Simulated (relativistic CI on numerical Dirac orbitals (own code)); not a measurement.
## What each ingredient does to the levels of Re23+

Base calculation: Dirac-Coulomb-Breit CI, KLI orbitals optimised for each configuration, model QED (radiative potential, 1s self-energy scaled to tabulated hydrogen-like ionisation energies), unscaled Slater integrals.

Configuration list (outside the closed core [Ar] 3d10 4p6 4d10): 4s2 4f6, 4s2 4f5 5s, 4s2 4f4 5s2, 4s2 4f5 6s, 4s 4f7, 4f8. Levels of other configurations are missing.

Variants: (1) configuration mixing switched off. Shifts of the energy above 4s2 4f6 7F_0, in cm⁻¹, for the lowest level and the first level of each name with at least 55 % of one term (blank where a level changes its place among those of its configuration and J or its character, or is not in the variant):

```tsv
Level	Base	Δ(1)
4s2 4f6 7F_0	0.0	0.0
4s2 4f6 7F_1	6576.4	-22.0
4s2 4f6 7F_2	13541.1	-35.3
4s2 4f6 7F_3	19948.1	-42.2
4s2 4f6 7F_4	25647.8	-44.6
4s2 4f6 7F_5	30498.9	-42.8
4s2 4f6 7F_6	34010.2	-33.9
4s2 4f6 5D_1	53834.0	+17.6
4s2 4f6 5D_2	67597.7	+11.3
4s2 4f6 5L_7	73367.1	-34.2
4s2 4f6 5G_2	73512.0	+42.7
4s2 4f6 5L_8	80238.5	-42.4
4s2 4f6 5D_3	80448.2	+7.8
4s2 4f6 5L_10	83459.9	-33.6
```

At this charge energies of transitions that change n are usually good to better than 1 %, and those within a shell (Δn = 0) to a few per cent. Terms inside the open d or f shell come out 10 to 20 % too wide with unscaled integrals.

Ionisation energy from the two ground configurations alone: base 690.416 eV. The NIST ASD value (theoretical) is 720 eV. The gap of more than 2 % comes from missing correlation, or from a tabulated value that is itself an estimate.

LS names give the leading component of a level, which can be under half, so a name can repeat, a term be missing and a line seem to break the LS rules.
